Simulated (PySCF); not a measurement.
```xyz
3
charge 0 multiplicity 3, angstrom
Pd    0.0000    0.0000   -0.8048
S     1.0051    0.0000    1.3336
S    -1.0051    0.0000    1.3336
```

Level of theory: UPBE0 in PySCF with Pd def2-SVP with ECP28, S def2-SVP; scalar-relativistic core potentials, no spin–orbit coupling; density-fitted integrals.

This geometry of PdS₂ is a stationary point at this level.

Task: What is the point group?

Result: C2v.

Task: Is it a minimum?

Result: Yes: all harmonic wavenumbers are real.

Task: List the harmonic modes with their infrared intensities.

Result: 
```
symmetry  ω (cm⁻¹)  IR (km/mol)
      b2       161          0.1
      a1       249          0.0
      a1       597          5.3
```

Task: Give the ideal-gas entropy at 298.15 K and 1 bar by parts.

Result: translation 172.9, rotation 104.6, vibration 19.8, spin 9.1; total 306.5 J/(mol K).

In C2v the vibrations span b2 + 2a1. Here b1 is antisymmetric to the molecular plane and b2 lies in it.

Other isomers or separated fragments may lie lower. Other spin states or occupations of the open shell can lie lower.
